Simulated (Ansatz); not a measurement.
Basis-set extrapolation for C3H7FOSi (`C/C([SiH3])=C(/O)F`) (PBE0-D4/def2-TZVP geometry, frozen core, Ansatz 0.2.0). Multiplicity 1, RHF reference.

```tsv
	def2-TZVPP	def2-QZVPP
HF	-581.023432	-581.045490
MP2 correlation	-1.105817	-1.190008
CCSD(T) correlation	-1.192947	not run
```

Energies in hartree. Use E(X) = E(∞) + A·exp(−7.88·√X) for Hartree–Fock and E(X) = E(∞) + B·X^(−2.97) for correlation, with X = 3 and 4, and add CCSD(T) minus MP2 of the smaller set to the MP2 limit.

Task: What is the CCSD(T) energy at the basis-set limit?

Result: HF limit: -581.045490 + (-0.022058) × 0.13774 = -581.04853. MP2 limit: -1.190008 + (-0.084191) × 0.74074 = -1.25237. Higher-order term: -1.192947 − (-1.105817) = -0.08713. Total: -582.38803 hartree, 450.7 kJ/mol below CCSD(T)/def2-TZVPP.
